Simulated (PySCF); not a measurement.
## Radial density of F⁺ (fluorine, charge +1)

M06-L, [He] 2s2 2p4, high-spin 3P determinant. Computed with PySCF 2.14 in cc-pVTZ (4s3p2d1f, 30 functions), with the non-relativistic Hamiltonian (point nucleus).

| r (bohr) | 4πr²ρ (e/bohr) | 4πr²(ρα − ρβ) |
| --- | --- | --- |
| 0.00324 | 0.05589 | 0.0000 |
| 0.00546 | 0.1526 | 0.0000 |
| 0.00918 | 0.4025 | 0.0001 |
| 0.0154 | 1.019 | 0.0004 |
| 0.0260 | 2.386 | 0.0013 |
| 0.0437 | 4.928 | 0.0047 |
| 0.0735 | 8.218 | 0.0206 |
| 0.124 | 9.695 | 0.0953 |
| 0.208 | 6.819 | 0.3724 |
| 0.350 | 4.020 | 1.1186 |
| 0.588 | 5.603 | 1.9607 |
| 0.989 | 4.851 | 1.5551 |
| 1.66 | 1.296 | 0.3782 |
| 2.80 | 0.08021 | 0.0177 |
| 4.71 | 0.0002229 | 0.0001 |
